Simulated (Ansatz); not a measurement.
Consider the redistribution: `C[SiH](N)CS` + `C[SiH](F)CN` → `C[SiH](N)CN` + `C[SiH](F)CS`.

Gas-phase electronic energies from Ansatz, PBE0-D4/def2-TZVP geometries. CCSD(T)/CBS adds triple-zeta CCSD(T) − MP2 to the extrapolated MP2 energy (def2 sets, frozen cores). Functionals use def2-TZVPP. One conformer a species, not always the lowest.

`C[SiH](N)CS`:

Z-matrix (Å, degrees):
```
C
Si 1 1.861
H 1 1.092 2 110.6
H 1 1.093 2 110.5 3 119.6
H 1 1.093 2 111.3 3 -120.9
N 2 1.727 1 108.0 3 61.0
C 2 1.879 1 111.7 3 -57.4
H 2 1.497 1 109.9 3 -175.1
H 6 1.008 2 120.4 1 171.5
H 6 1.007 2 119.1 1 29.4
S 7 1.812 2 111.9 1 62.9
H 7 1.093 2 111.6 1 -172.7
H 7 1.093 2 108.8 1 -54.8
H 11 1.346 7 96.2 2 36.4
```

`C[SiH](F)CN`:

Cartesian coordinates in Å:
```
C 1.375 0.216 1.278
Si 0.361 -0.882 0.183
F -0.051 -2.205 0.999
C -1.199 -0.035 -0.416
N -0.791 1.010 -1.354
H 1.588 1.151 0.752
H 2.324 -0.252 1.548
H 0.836 0.457 2.197
H 1.147 -1.330 -1.001
H -1.925 -0.762 -0.811
H -1.674 0.437 0.451
H -1.575 1.591 -1.626
H -0.416 0.604 -2.201
```

`C[SiH](N)CN`:

Cartesian coordinates in Å:
```
C 1.531 -0.265 1.116
Si -0.147 -0.672 0.417
N 0.099 -1.437 -1.117
C -1.174 0.867 0.096
N -0.483 1.729 -0.855
H 1.431 0.198 2.101
H 2.048 0.441 0.462
H 2.150 -1.159 1.230
H -0.910 -1.515 1.393
H -0.686 -1.845 -1.602
H 0.919 -2.008 -1.248
H -2.191 0.564 -0.210
H -1.292 1.395 1.050
H -0.231 1.203 -1.683
H -1.063 2.504 -1.149
```

`C[SiH](F)CS`:

```xyz
12

C     0.676   -1.513   -0.425
Si   -0.257   -0.370    0.692
F    -1.835   -0.593    0.476
C     0.087    1.429    0.322
S    -0.439    1.885   -1.354
H     0.372   -2.550   -0.260
H     1.750   -1.442   -0.231
H     0.499   -1.259   -1.472
H     0.018   -0.654    2.126
H    -0.361    2.097    1.062
H     1.167    1.599    0.347
H    -1.678    1.371   -1.284
```

| species | ωB97X-V energy (Eh) |
| --- | --- |
| `C[SiH](N)CS` | -824.04901 |
| `C[SiH](F)CN` | -525.18244 |
| `C[SiH](N)CN` | -481.25486 |
| `C[SiH](F)CS` | -867.97611 |

(1) Work out ΔE.

Largest T1 diagnostic among the species: 0.011.

Results:

(1) ΔE = (-481.25486) + (-867.97611) − (-824.04901) − (-525.18244) = 0.00048 Eh = +0.3 kcal/mol. CCSD(T)/CBS gives +0.3 kcal/mol.
